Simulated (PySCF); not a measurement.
Excitations are Tamm–Dancoff values on a coarser integration grid. The basis has no diffuse functions, so Rydberg states are missing or too high.

Cartesian coordinates (Å):
SMILES: [SH][InH2]
```xyz
5

S      1.5545    -0.7134     0.1873
In    -0.7204    -0.0648    -0.1386
H      2.0064     0.5267     0.4156
H     -1.7742    -1.3619    -0.4782
H     -1.0629     1.6017    -0.0024
```
Charge 0, spin multiplicity 1.

Task: Give the S1 oscillator strength, total energy, HOMO–LUMO gap, S1 excitation (TDA) and LUMO at the level PBE-D3(BJ)/def2-TZVP // CAM-B3LYP-D3(BJ)/def2-TZVP in PySCF.

Result: 
| Property | Result |
|---|---|
| S1 oscillator strength | 0.049 |
| total energy | -589.9775 Ha |
| HOMO–LUMO gap | 3.90 eV |
| S1 excitation (TDA) | 4.46 eV |
| LUMO | -2.38 eV |
